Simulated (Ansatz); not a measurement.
Consider the silylene loss: `[SiH3]OC1[SiH2]S1` → `OC1[SiH2]S1` + `[SiH2]`.

Program: Ansatz. Geometries: PBE0-D4/def2-TZVP. ΔE: electronic, gas phase. CCSD(T)/CBS is the MP2 limit (def2-TZVPP, def2-QZVPP) plus CCSD(T) − MP2 in def2-TZVPP, frozen cores. This one scheme is used for every species. DFT in def2-TZVPP. B3LYP here is the variant with VWN-RPA as its local correlation; programs differ in this. One conformer a species, not always the lowest.

`[SiH3]OC1[SiH2]S1`:

```xyz
11

Si   -0.139    1.767   -0.598
O    -0.644    0.775    0.622
C    -0.735   -0.598    0.432
Si    0.777   -1.691    0.400
S    -0.586   -1.599    1.981
H    -0.073    3.128   -0.021
H    -1.090    1.732   -1.741
H     1.196    1.325   -1.088
H    -1.626   -0.886   -0.125
H     0.828   -2.911   -0.437
H     2.092   -1.041    0.576
```

`OC1[SiH2]S1`:

Cartesian coordinates in Å:
```
O -0.569 1.353 -0.796
C -0.071 0.596 0.246
Si 0.547 -1.108 -0.116
S -1.205 -0.741 0.959
H -1.231 1.962 -0.455
H 0.361 1.173 1.063
H 0.443 -1.597 -1.507
H 1.726 -1.639 0.605
```

`[SiH2]`:

```xyz
3

Si   -0.181    0.650   -0.228
H    -0.935   -0.496    0.440
H     1.116   -0.154   -0.212
```

CCSD(T)/CBS gives +316.1 kJ/mol.

**Question.** Another level gave +324.9 kJ/mol. Which?
A. MP2/def2-TZVPP
B. PBE0/def2-TZVPP
C. B3LYP/def2-TZVPP
D. ωB97X-V/def2-TZVPP

**Answer.** D. ωB97X-V 324.9, MP2/def2-TZVPP 332.2, PBE0 310.3, B3LYP 297.5 kJ/mol.

Largest T1 diagnostic among the species: 0.014.

The D4 term adds +15.6 kJ/mol with B3LYP and +8.7 kJ/mol with PBE0; it sums over pairs of atoms, weighted by their polarisabilities, and B3LYP, whose exchange is more repulsive, gets the larger term. From PBE to PBE0 (25 % exact exchange), in def2-TZVPP and without D4, ΔE moves by +12.1 kJ/mol.
